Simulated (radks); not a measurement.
Results of a calculation; reference values are marked as such.
Question: Cl I, configuration [Ne] 3s1.5 3p5.5 (fractional occupations, a model configuration). Code: a radial shooting solver on a logarithmic mesh with Libxc functionals. Model: non-relativistic Kohn-Sham, PBEsol, spin-unpolarised, spherical densities, point nucleus. Some entries of the table are withheld. Estimate them.

orbital  occ.  eigenvalue (eV)  <r> (bohr)  <r^2> (bohr^2)
1s          2        -2736.708     0.09151         0.01125
2s          2              (1)      0.4469          0.2373
2p          6        -192.0207      0.4079             (2)
3s        1.5         -20.7810       1.538           2.754
3p        5.5              (3)       1.831           4.037

Answer: 
(1) 2s eigenvalue (eV): -251.1452
(2) 2p <r^2> (bohr^2): 0.2073
(3) 3p eigenvalue (eV): -8.8469
